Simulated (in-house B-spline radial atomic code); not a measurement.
Configurations of the iron ion Fe³⁺, with energies counted from [Ar] 3d5. All numbers are computed (non-relativistic SCAN, spin-polarised, spherical fractional occupations; point nucleus) with an all-electron radial atomic-structure program (B-spline basis), not measured. Shells without spins written out take the highest spin.

Occupations are held fixed; configurations that lie above the ionisation limit could autoionise.

| configuration | E - E(ref) (eV) | highest orbital | its <r> (bohr) |
| --- | --- | --- | --- |
| [Ar] 3d4 4s1 | 16.714 | 4s up | 2.169 |
| [Ar] 3d(0 up, 4 down) 4s(1 up, 0 down) | 18.326 | 4s up | 2.255 |
| [Ar] 3d4 4d1 | 35.02 | 4d up | 3.231 |
| [Ar] 3d4 4f1 | 42.08 | 4f up | 4.328 |
| [Ne] 3s2 3p5 3d6 | 54.969 | 3d down | 1.018 |
| [Ne] 3s2 3p(3 up, 2 down) 3d(4 up, 1 down) 4d(0 up, 1 down) | 91.465 | 4d down | 3.321 |

(1) Order these further configurations by energy, lowest first.
A. [Ar] 3d(3 up, 2 down)
B. [Ne] 3s2 3p5 3d5 4s1
C. [Ne] 3s2 3p5 3d5 4d1
D. [Ne] 3s2 3p(3 up, 2 down) 3d(5 up, 0 down) 4f(1 up, 0 down)
E. [Ar] 3d4 4p1

(2) How far above the reference does [Ne] 3s2 3p(2 up, 3 down) 3d(5 up, 1 down) lie?

(3) How far above the reference does [Ne] 3s2 3p5 3d5 4p1 lie?

Results:

(1) A (9.0606 eV), E (24.493 eV), B (63.654 eV), C (82.161 eV), D (89.322 eV).

(2) 61.175 eV; its least bound orbital is 3d down with <r> = 0.9918 bohr.

(3) 71.523 eV; its least bound orbital is 4p up with <r> = 2.445 bohr.
